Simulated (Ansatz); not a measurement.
NbSe2. The state is a doublet with charge 0. Geometry r2SCAN-D4/def2-TZVP.

```xyz
3

Nb    0.644   -0.379   -1.230
Se   -0.243   -0.914    0.997
Se   -0.401    1.293    0.233
```

In the def2 sets Nb takes a core potential; there is no spin–orbit coupling. At PBE-D4/def2-TZVP, BLYP-D4/def2-TZVP, r2SCAN-D4/def2-TZVPD, PBE0-D4/def2-SVP and others the charge 0 doublet is spin-contaminated (final ⟨S²⟩ up to 1.72, 0.75 for a pure state). At PBE0-D4/def2-TZVP a quartet of charge 0 lies 0.52 eV below the doublet, each at its own geometry. The structure comes from a short search, and lower isomers may exist.

Estimate the α-spin orbital energies around the gap (eV) in Ansatz with PBE-D4/def2-TZVP, BLYP-D4/def2-TZVP, r2SCAN-D4/def2-TZVPD, PBE0-D4/def2-SVP, ωB97M-V/def2-TZVP.


| orbital | PBE-D4/def2-TZVP | BLYP-D4/def2-TZVP | r2SCAN-D4/def2-TZVPD | PBE0-D4/def2-SVP | ωB97M-V/def2-TZVP |
| --- | --- | --- | --- | --- | --- |
| HOMO−13 | -53.69 | -53.55 | -54.61 | -58.08 | -60.23 |
| HOMO−12 | -53.69 | -53.55 | -54.61 | -58.08 | -60.23 |
| HOMO−11 | -36.49 | -36.43 | -37.91 | -39.45 | -42.45 |
| HOMO−10 | -36.48 | -36.41 | -37.87 | -39.42 | -42.42 |
| HOMO−9 | -36.07 | -36.03 | -37.33 | -38.77 | -41.89 |
| HOMO−8 | -18.27 | -18.12 | -18.89 | -20.26 | -22.78 |
| HOMO−7 | -15.14 | -15.04 | -15.57 | -16.74 | -19.25 |
| HOMO−6 | -8.79 | -8.56 | -9.05 | -9.79 | -11.70 |
| HOMO−5 | -7.99 | -7.76 | -8.24 | -8.99 | -10.92 |
| HOMO−4 | -7.53 | -7.31 | -7.75 | -8.51 | -10.69 |
| HOMO−3 | -6.69 | -6.49 | -6.82 | -7.59 | -9.53 |
| HOMO−2 | -5.34 | -5.16 | -5.44 | -6.01 | -7.98 |
| HOMO−1 | -4.36 | -4.17 | -4.74 | -5.69 | -7.88 |
| HOMO | -4.21 | -4.03 | -4.61 | -5.35 | -7.52 |
| LUMO | -3.37 | -3.21 | -3.28 | -2.51 | -1.06 |
| LUMO+1 | -3.28 | -3.12 | -3.16 | -2.33 | -0.79 |
| LUMO+2 | -3.08 | -3.01 | -2.81 | -2.32 | -0.24 |
| LUMO+3 | -2.96 | -2.90 | -2.71 | -1.89 | -0.10 |
| LUMO+4 | -1.63 | -1.54 | -1.42 | -0.50 | 0.97 |
| LUMO+5 | -0.66 | -0.56 | -0.51 | 0.04 | 1.27 |
| β HOMO | -4.03 | -3.88 | -4.37 | -5.12 | -7.24 |
| β LUMO | -3.15 | -3.06 | -2.97 | -2.27 | -0.98 |
